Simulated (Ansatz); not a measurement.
`[OH][Ti]([F])([F])[Br]` + H–F → `[F][Ti]([F])([F])[Br]` + H₂O at 700 K and 1 bar (ligand exchange at a Ti–O bond).

Calculated with Ansatz (gas phase, PBE0-D4/def2-TZVP geometries, no zero-point term in ΔE). CCSD(T)/CBS adds triple-zeta CCSD(T) − MP2 to the extrapolated MP2 energy (def2 sets, frozen cores). This one scheme is used for every species. For Br, Ti outer-core shells are correlated without core-valence functions, which leaves a few kJ/mol of doubt a bond. Scalar relativity is left out up to krypton. Each species was taken in one conformer, which may not be the lowest.

| species | CCSD(T)/CBS energy (Eh) | H − E (kJ/mol) | S (J/(mol·K)) |
| --- | --- | --- | --- |
| `[OH][Ti]([F])([F])[Br]` | -3697.85928 | 115.4 | 461.3 |
| H–F | -100.39570 | 45.2 | 198.5 |
| `[F][Ti]([F])([F])[Br]` | -3721.88725 | 80.0 | 423.1 |
| H₂O | -76.37941 | 80.5 | 218.4 |

H − E and S are ideal-gas, rigid-rotor, harmonic terms from PBE0-D4/def2-TZVP, for one conformer and one mirror image of each species. 1 Eh = 2625.50 kJ/mol, R = 8.31446 J/(mol·K).

Problem. By hand: ΔE, ΔH, ΔS and ΔG.

Solution. ΔE = (-3721.88725) + (-76.37941) − (-3697.85928) − (-100.39570) = -0.01168 Eh = -30.7 kJ/mol. Δ(H − E) = 80.0 + 80.5 − 115.4 − 45.2 = -0.1, so ΔH = -30.8 kJ/mol. ΔS = 423.1 + 218.4 − 461.3 − 198.5 = -18.3 J/(mol·K). ΔG = -30.8 − 700 × (-18.3)/1000 = -18.0 kJ/mol.

Problem. By hand: the equilibrium constant, and the temperature at which ΔG would vanish if ΔH and ΔS stayed fixed.

Solution. log₁₀ K = −ΔG/(RT ln 10) = 1.3. ΔG = 0 at ΔH/ΔS = 1683 K, though so small a ΔS makes that figure unsure.

TΔS isn't small against ΔH here. A doubt of 5 kJ/mol in ΔE shifts log₁₀ K by 0.4 here. Other conformers and mirror images would add mixing entropy, several J/(mol·K) or more a flexible species. These are equilibria of isolated gas molecules and say nothing of rates. Largest T1 diagnostic: 0.022 (customary marks: 0.02 for closed shells, 0.045 for open ones).
